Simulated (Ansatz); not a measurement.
`NC#[C][SnH2][OH]` → `C1=C[O][SnH2][NH]1`  (isomerisation)

Calculated with Ansatz (gas phase, PBE0-D4/def2-TZVP geometries, no zero-point term in ΔE). CCSD(T)/CBS is the MP2 limit (def2-TZVPP, def2-QZVPP) plus CCSD(T) − MP2 in def2-TZVPP, frozen cores. DFT in def2-TZVPP. B3LYP here is the variant with VWN-RPA as its local correlation; programs differ in this. Elements past krypton have def2 core potentials. For Sn outer-core shells are correlated without core-valence functions, which leaves a few kJ/mol of doubt a bond. One conformer a species, not always the lowest.

Task: Is it downhill or uphill in electronic energy at CCSD(T)/CBS, and by how much? (Estimate.)

Result: Ansatz gave: Downhill: ΔE = -19.4 kcal/mol.

Task: What do these levels give: PBE-D4, r2SCAN-D4, B3LYP-D4, r2SCAN, SCS-MP2/def2-TZVPP, HF/CBS(def2)? (Best estimate.)

Result: The calculation gave: PBE-D4 -22.7, r2SCAN-D4 -21.9, B3LYP-D4 -19.2, r2SCAN -21.6, SCS-MP2/def2-TZVPP -16.0, HF/CBS(def2) -12.7 kcal/mol.

Largest T1 diagnostic among the species: 0.015.

The D4 term adds −2.1 kcal/mol with B3LYP and −1.0 kcal/mol with PBE0; it sums over pairs of atoms, weighted by their polarisabilities, and B3LYP, whose exchange is more repulsive, gets the larger term. In def2-TZVPP, CCSD(T) changes the Hartree–Fock value by −6.1 kcal/mol (the triples alone add −1.1 kcal/mol) and MP2 by −4.5 kcal/mol.
